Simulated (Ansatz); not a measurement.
singlet oxygen (O$_{2}$), singlet, geometry from GFN2-xTB; CAM-B3LYP/STO-3G in Ansatz (a quantum-chemistry and plane-wave program).

Here is a job for Ansatz.
Ansatz 0.2 input:
```yaml
crystal:
  periodic: [false, false, false]
  atoms:
    - {symbol: O, position_ang: [-0.00000000, -0.00000000, -0.60495136]}
    - {symbol: O, position_ang: [0.00000000, 0.00000000, 0.60495136]}
basis:
  gaussian:
    orbitals: STO-3G
hamiltonian:
  xc: cam_b3lyp
accuracy: high
```

Q: Predict the main parts of the log of this Ansatz run.

A: 
```
Functional definition: CAM-B3LYP
149 factors; integrals over basis functions are off by at most 2.4e-8 eV
85 factors; integrals over basis functions are off by at most 5.5e-10 eV
mean field evaluation 1: about -4031.0946 eV, gradient 8.1e0 eV
mean field evaluation 2: about -4031.3109 eV, gradient 4.6e-1 eV
mean field evaluation 4: about -4031.2979 eV, gradient 1.9e-1 eV
mean field evaluation 8: about -4031.2980 eV, gradient 1.6e-7 eV
mean field -4031.29803930 eV, -148.1474704322 hartree, gradient 1.6e-8 eV, S^2 0.000000; 0 other end points of the search recorded, 0 dependent functions left out
reference -4031.29804536 eV, -148.1474706551 hartree; 8, 8 occupied and 2, 2 virtual orbitals, 149 factors
Total energy: -4031.29804536 eV, -148.1474706551 hartree
```
